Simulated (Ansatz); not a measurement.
C2H5Zn (SMILES C[CH2][Zn]), doublet (typed; the unrestricted solution is spin-contaminated), geometry from GFN2-xTB (such geometries of metal compounds can be far from the true shape) (the spin is typed, not shown lowest); CAM-B3LYP/STO-3G run with Ansatz (a quantum-chemistry and plane-wave program).

The Ansatz input:
Ansatz 0.2 input:
```yaml
crystal:
  periodic: [false, false, false]
  atoms:
    - {symbol: Zn, position_ang: [0.44032735, 0.70016093, 0.50050119]}
    - {symbol: C, position_ang: [-0.02634732, -1.21256902, -0.53898933]}
    - {symbol: C, position_ang: [-1.41647195, -1.15377456, -1.13236481]}
    - {symbol: H, position_ang: [0.05574648, -2.01250868, 0.19634804]}
    - {symbol: H, position_ang: [0.72754669, -1.35642125, -1.31249709]}
    - {symbol: H, position_ang: [-1.50226420, -0.34818435, -1.86207090]}
    - {symbol: H, position_ang: [-2.17096995, -1.00124970, -0.36017584]}
    - {symbol: H, position_ang: [-1.66296377, -2.08840244, -1.64851511]}
basis:
  gaussian:
    orbitals: STO-3G
hamiltonian:
  xc: cam_b3lyp
magnetization: {spin_polarized: true, initial_magnetization: 1}
scf: {lower_state_search: off}
```

Question: Write the output that Ansatz gives for this input, abridged.

Answer: 
```
Functional definition: CAM-B3LYP
these checks for a lower state are left out or cut short: stability, starts, cluster_reference, orbital_swaps, neighbouring_geometries, increment
364 factors; integrals over basis functions are off by at most 3.9e-4 eV
140 factors; integrals over basis functions are off by at most 3.2e-6 eV
mean field evaluation 1: about -49122.3545 eV, gradient 1.3e2 eV
mean field evaluation 2: about -49625.0847 eV, gradient 8.1e1 eV
mean field evaluation 4: about -49910.1436 eV, gradient 7.1e1 eV
mean field evaluation 8: about -49910.1902 eV, gradient 7.1e1 eV
mean field evaluation 16: about -49983.5243 eV, gradient 2.0e0 eV
mean field evaluation 32: about -49983.7947 eV, gradient 9.8e-3 eV
mean field -49983.79471472 eV, -1836.8705755332 hartree, gradient 2.7e-6 eV, S^2 1.574004; 0 other end points of the search recorded, 0 dependent functions left out
reference -49983.79480409 eV, -1836.8705788172 hartree; 24, 23 occupied and 9, 10 virtual orbitals, 364 factors
Total energy: -49983.79480409 eV, -1836.8705788172 hartree
Checks for a lower state left out: stability, starts, cluster_reference, orbital_swaps, neighbouring_geometries, increment
```
